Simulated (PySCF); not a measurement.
## Choosing a basis for TDDFT

CH5B2Br.
Cartesian coordinates in Å at the PBE0-D3(BJ)/def2-SVP level; atoms count from 1:
```xyz
9
CH5B2Br angstrom
B     -1.0967    0.7031    0.4366
C     -0.0555   -0.4112    0.1111
B      1.2422   -0.0725    0.8908
Br     2.8404    0.4500   -0.0160
H     -1.5643    1.3973   -0.4355
H     -1.4395    0.8936    1.5812
H      0.0895   -0.6092   -0.9578
H     -0.4488   -1.2994    0.6499
H      1.3038   -0.0922    2.0939
```

TDDFT with PBE0 (PySCF), vertical singlets, core orbitals frozen in the response, spherical d and f functions. Isolated species at its PBE0-D3(BJ)/def2-SVP geometry (one conformer only). The PBE0/6-31G* calculation is non-relativistic and has no spin–orbit coupling, an omission that weighs most on bromine.

```
      basis  functions  diffuse  S1 (eV)  S2 (eV)  S3 (eV)  S4 (eV)  S5 (eV)  LUMO (eV)  α (au)
     6-31G*         84       no     4.75     5.67     5.86     6.29     6.44      -1.87    51.5
   def2-SVP         99       no     4.63     5.55     5.78     6.11     6.33      -2.01    52.6
  def2-SVPD        141      yes     4.62     5.52     5.75     6.06     6.30      -2.14    63.7
aug-cc-pVDZ        150      yes     4.64     5.52     5.74     6.03     6.28      -2.12    63.7
  def2-TZVP        171       no     4.65     5.54     5.75     6.07     6.29      -2.09    60.5
 def2-TZVPD        213      yes     4.65     5.54     5.74     6.05     6.28      -2.11    64.2
```

**Question.** Compare the sets with the largest diffuse one.

**Answer.** States are compared by their number. Against the largest diffuse basis here (def2-TZVPD, itself not a converged limit), sets without diffuse functions differ by up to 0.10 eV in S1 and 0.16 eV in S5; the smaller diffuse sets differ by up to 0.02 and 0.02 eV. State by state, the largest deviation of a set without diffuse functions is S1 0.10, S2 0.13, S3 0.12, S4 0.24, S5 0.16 eV. The same number needn't mean the same state in each row. Against def2-TZVPD the polarisability deviates by -20% in 6-31G*, -18% in def2-SVP, -1% in def2-SVPD, -1% in aug-cc-pVDZ, -6% in def2-TZVP.
